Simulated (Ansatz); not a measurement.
A nudged elastic band was laid between two geometries of GaH₆NO (9 atoms, charge 0, multiplicity 1).

The calculation used Ansatz 0.2.0, RKS PBE-D4/def2-TZVP.

```
movable images  : 5
climbing image  : yes
spring          : 5.0 eV/Å²
optimiser       : quadratic models (default)
start path      : through a guess of the saddle point
force threshold : 0.05 eV/Å
iteration limit : 60
end points      : relaxed
```

Image 0:

```xyz
9
Properties=species:S:1:pos:R:3
Ga -0.721 -0.269 -0.671
N 0.925 0.700 -0.471
H -0.637 -1.617 -1.471
H -2.012 0.582 -0.360
H 0.621 -0.208 1.113
O -0.104 -0.872 1.360
H 1.705 0.419 -1.065
H 0.867 1.718 -0.491
H -0.643 -0.454 2.055
```

Image 6:

```xyz
9
Properties=species:S:1:pos:R:3
Ga -0.866 -0.468 -0.318
N 0.989 0.656 -0.378
H -0.577 -1.559 -1.423
H -1.989 0.647 -0.401
H 1.334 0.369 0.545
O -0.417 -1.024 1.401
H 1.664 0.375 -1.092
H 0.898 1.674 -0.394
H -1.035 -0.670 2.060
```

Task: Which bonds break or form, and what moves?

Result: Bonds broken: H5–O6. Bonds formed: N2–H5.

Task: Give the energies along the band, and the barrier.

Result: The forces met the threshold. The highest image is number 2 of 0 to 6, 6.1 kJ/mol above the first end and 55.8 kJ/mol above the last; the last end lies 49.7 kJ/mol below the first. A vibrational analysis at the climbing image gives one clearly imaginary mode, 744i cm⁻¹: a first-order saddle point. The orbitals stay closed-shell, which can raise the energy where a bond breaks towards radicals; this wasn't checked here.

```tsv
image	path coordinate (Å)	energy (kJ/mol)	H5–O6 (Å)	N2–H5 (Å)
0	0.00	0.0	1.01	1.85
1	0.23	1.9	1.05	1.64
2	0.47	6.1	1.17	1.40
3	0.78	-16.3	1.50	1.13
4	1.09	-40.0	1.84	1.05
5	1.40	-47.8	2.14	1.03
6	1.71	-49.7	2.40	1.03
```

Task: What is the geometry of the highest image?

Result: 
```xyz
9
Properties=species:S:1:pos:R:3:forces:R:3
Ga -0.799 -0.345 -0.598 0.00 -0.01 0.02
N 0.908 0.656 -0.368 0.01 -0.01 -0.01
H -0.654 -1.626 -1.491 0.00 0.00 0.00
H -2.061 0.572 -0.391 0.00 0.01 0.00
H 0.663 -0.026 0.827 -0.01 0.00 -0.01
O -0.070 -0.819 1.283 -0.01 0.02 -0.01
H 1.713 0.355 -0.918 0.01 0.01 0.00
H 0.878 1.675 -0.367 0.00 -0.01 0.01
H -0.577 -0.442 2.022 0.00 -0.01 0.00
```

Task: What are the harmonic wavenumbers there?

Result: 744i, 344, 366, 399, 421, 513, 558, 640, 660, 710, 721, 756, 790, 1479, 1532, 1737, 1916, 1945, 3439, 3534, 3722 cm⁻¹.

The run took 79 s on 4 threads of Arm Neoverse N1 (shared host), peak memory 0.26 GiB.
